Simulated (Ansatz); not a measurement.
AlCu6⁻, relaxed as a singlet with RKS PBE-D4/def2-SVPD in Ansatz, starting from the GFN1-xTB geometry. Force threshold 0.02 eV/Å.

The restricted singlet is unstable towards broken spin symmetry in Hartree–Fock (as tested in another run); at PBE-D4/def2-SVPD this wasn't settled. Another isomer (singlet) lies 0.33 eV lower at PBE0-D4/def2-TZVPD; other spin states weren't run for this one.

Start:

```xyz
7

Cu   -0.0752   -1.3953    0.8556
Cu   -0.2566    0.5844    2.1860
Cu    1.4725   -0.2108   -0.5265
Cu   -0.7707    1.2279   -0.0313
Cu    1.4620    1.7362    0.8918
Cu   -0.3375    0.2785   -2.1314
Al   -1.4945   -2.2209   -1.2442
```

```json
{"step": "1", "energy (eV)": "-274364.3455", "largest force component (eV/Å)": "1.054", "SCF passes": "31"}
{"step": "2", "energy (eV)": "-274364.7532", "largest force component (eV/Å)": "0.865", "SCF passes": "33"}
{"step": "3", "energy (eV)": "-274365.0085", "largest force component (eV/Å)": "0.224", "SCF passes": "33"}
{"step": "4", "energy (eV)": "-274365.1413", "largest force component (eV/Å)": "0.262", "SCF passes": "41"}
{"step": "5", "energy (eV)": "-274365.2662", "largest force component (eV/Å)": "0.219", "SCF passes": "37"}
{"step": "6", "energy (eV)": "-274365.4027", "largest force component (eV/Å)": "0.269", "SCF passes": "37"}
{"step": "7", "energy (eV)": "-274365.5492", "largest force component (eV/Å)": "0.123", "SCF passes": "41"}
{"step": "8", "energy (eV)": "-274365.5688", "largest force component (eV/Å)": "0.188", "SCF passes": "37"}
{"step": "9 (rejected)", "energy (eV)": "-274365.5370", "largest force component (eV/Å)": "0.240", "SCF passes": "34"}
{"step": "10", "energy (eV)": "-274365.5832", "largest force component (eV/Å)": "0.037", "SCF passes": "31"}
{"step": "11", "energy (eV)": "-274365.5836", "largest force component (eV/Å)": "0.025", "SCF passes": "28"}
{"step": "12", "energy (eV)": "-274365.5840", "largest force component (eV/Å)": "0.006", "SCF passes": "29"}
```

Force components are those of the run's own axes.

End:

```xyz
7

Cu    0.102   -1.052    1.079
Cu   -0.523    0.994    2.350
Cu    1.248   -0.268   -0.958
Cu   -0.849    0.765   -0.074
Cu    1.450    0.956    1.108
Cu   -0.620    0.288   -2.410
Al   -0.807   -1.683   -1.094
```

Bonds formed: Cu1–Cu5, Cu3–Al7, Cu4–Al7 (atoms count from 1).

No frequencies were taken in this run, so the end may be a saddle point.

Hardware: 4 threads of Intel Xeon Platinum 8259CL on a shared host. Wall time 100 s, peak host memory 0.61 GiB.
